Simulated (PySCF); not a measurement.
## Spin–orbit doublets of 2p levels

Species: C₅H₁₁ClO₂S.
SMILES with atom numbers: `[CH3:1][CH:2]([CH3:3])[C@@H:4]([CH3:5])[S:6](=[O:7])(=[O:8])[Cl:9]`

Computed, not measured: PySCF 2.14.0, delta-SCF UKS SCAN, pcX-2 on the ionised atom, pcseg-1 elsewhere, spin-free X2C. Vertical ΔSCF values, vacuum level as zero. Spin–orbit and ligand-field terms were added within each 2p shell after the spin-free SCF. The splitting includes the ligand field, and 2p3/2 is the mean of two sublevels.

When a 2p electron fills a 1s hole, the emitted photon carries the energy difference of the two hole states (Kα1 from 2p3/2, Kα2 from 2p1/2), here at the ground state's geometry.

```csv
atom,Kα1 (eV),Kα2 (eV),2p3/2 binding energy (eV)
Cl9,2622.57,2620.92,205.78
```

Problem. What are the 1s and 2p1/2 binding energies?

Solution. 1s = Kα1 + 2p3/2, and 2p1/2 = 1s − Kα2:

```
atom           environment  1s (eV)  2p1/2 (eV)
 Cl9  chlorine bonded to S  2828.35      207.43
```

Problem. And the 1s levels of the other atoms?

Solution. C3 (methyl carbon) 290.90 eV; C1 (methyl carbon) 291.09 eV; C2 (sp3 CH carbon) 291.36 eV; C5 (methyl carbon) 291.36 eV; C4 (sp3 carbon bound to sulfur) 291.98 eV; O8 (sulfonyl oxygen) 538.22 eV; O7 (sulfonyl oxygen) 538.25 eV; S6 (sulfonyl sulfur) 2483.30 eV.

Not every level is listed. The structure is a single PBE0-D3(BJ)/def2-SVP conformer in the gas phase; no vibrational or solvent corrections.

Shape of the structure used: `[CH3:1][CH:2]([CH3:3])[C@@H:4]([CH3:5])[S:6](=[O:7])(=[O:8])[Cl:9]`: C1–C2–C4–C5 70°, C2–C4–S6–O7 49°.
